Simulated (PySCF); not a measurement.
## Steps of a relaxation of Lu(NO3)3

Lu(NO3)3 (singlet in the valence; each metal's 4f electrons, 14 of them, lie in its core potential, out of spins and levels; a saddle point, relaxed within its symmetry). PySCF 2.14.0, RKS r2SCAN, Lu lcecp-1-SVP with ECP60, O def2-SVP, N def2-SVP; non-relativistic Hamiltonian with scalar-relativistic core potentials where named; density fitting; no spin-orbit coupling. Origin of the start: template. Columns: position (Å) and force (eV/Å). Energies are counted from the last step; some of the 6 steps are shown. Forces carry noise of the integration grid, about 0.01 to 0.03 eV/Å.

Run from Python with OMP_NUM_THREADS=4. Where DIIS fails, smearing, a level shift and second-order steps follow.
It took 67 s on 4 threads of Arm Neoverse V2, with other jobs on the host, from the converged density of the start.

```xyz
13
step 0  E = 0.493 eV
Lu    0.0000    0.0000    0.0000     0.00    0.00    0.00
O     2.1265    0.0000    1.0800    -1.26    0.00    0.08
O     2.1265    0.0000   -1.0800    -1.26    0.00   -0.08
N     2.8065    0.0000    0.0000     2.77    0.00    0.00
O     4.0264    0.0000    0.0000    -1.97    0.00    0.00
O    -1.0632    1.8416    1.0800     0.62   -1.09    0.07
O    -1.0632    1.8416   -1.0800     0.62   -1.09   -0.07
N    -1.4032    2.4305    0.0000    -1.38    2.40    0.00
O    -2.0132    3.4870    0.0000     0.99   -1.69    0.00
O    -1.0633   -1.8416    1.0800     0.62    1.09    0.07
O    -1.0633   -1.8416   -1.0800     0.62    1.09   -0.07
N    -1.4033   -2.4305    0.0000    -1.38   -2.40    0.00
O    -2.0132   -3.4870    0.0000     0.99    1.69    0.00
```

```xyz
13
step 2  E = 0.059 eV
Lu    0.0000    0.0000    0.0000     0.01    0.00    0.00
O     2.0340    0.0000    1.0798     0.00    0.00   -0.18
O     2.0340    0.0000   -1.0798     0.00    0.00    0.18
N     2.7592    0.0000    0.0000    -0.97    0.00    0.00
O     3.9417    0.0000    0.0000     0.16    0.00    0.00
O    -1.0170    1.7615    1.0798    -0.01    0.00   -0.19
O    -1.0170    1.7615   -1.0798    -0.01    0.00    0.19
N    -1.3796    2.3896    0.0000     0.49   -0.84    0.00
O    -1.9708    3.4136    0.0000    -0.07    0.15    0.00
O    -1.0170   -1.7615    1.0798    -0.01    0.00   -0.19
O    -1.0170   -1.7615   -1.0798    -0.01    0.00    0.19
N    -1.3796   -2.3895    0.0000     0.49    0.84    0.00
O    -1.9708   -3.4136    0.0000    -0.07   -0.15    0.00
```

```xyz
13
step 3  E = 0.003 eV
Lu    0.0000    0.0000    0.0000     0.00    0.00    0.00
O     1.9869    0.0000    1.0789     0.14    0.00    0.00
O     1.9869    0.0000   -1.0789     0.14    0.00    0.00
N     2.7066    0.0000    0.0000    -0.45    0.00    0.00
O     3.8905    0.0000    0.0000     0.11    0.00    0.00
O    -0.9934    1.7207    1.0789    -0.07    0.12    0.00
O    -0.9934    1.7207   -1.0789    -0.07    0.12    0.00
N    -1.3533    2.3440    0.0000     0.23   -0.39    0.00
O    -1.9452    3.3693    0.0000    -0.05    0.11    0.00
O    -0.9934   -1.7207    1.0789    -0.07   -0.12    0.00
O    -0.9934   -1.7207   -1.0789    -0.07   -0.12    0.00
N    -1.3533   -2.3440    0.0000     0.23    0.39    0.00
O    -1.9453   -3.3693    0.0000    -0.05   -0.11    0.00
```

Where does the relaxation end?

It converges at step 5 in D3h:
```xyz
13
step 5  E = 0
Lu    0.0000    0.0000    0.0000
O     1.9845    0.0000    1.0805
O     1.9845    0.0000   -1.0805
N     2.6968    0.0000    0.0000
O     3.8831    0.0000    0.0000
O    -0.9922    1.7186    1.0805
O    -0.9922    1.7186   -1.0805
N    -1.3484    2.3355    0.0000
O    -1.9415    3.3629    0.0000
O    -0.9922   -1.7186    1.0805
O    -0.9922   -1.7186   -1.0805
N    -1.3484   -2.3355    0.0000
O    -1.9416   -3.3629    0.0000
```

How did the contacts change?


```csv
contact,start (Å),end (Å)
Lu1–O2 (NO3),2.385,2.260
Lu1–O6 (NO3),2.385,2.260
Lu1–O10 (NO3),2.385,2.260
```


An lcecp potential fixes the number of 4f electrons, so in runs with it no electron can move into or out of that shell.
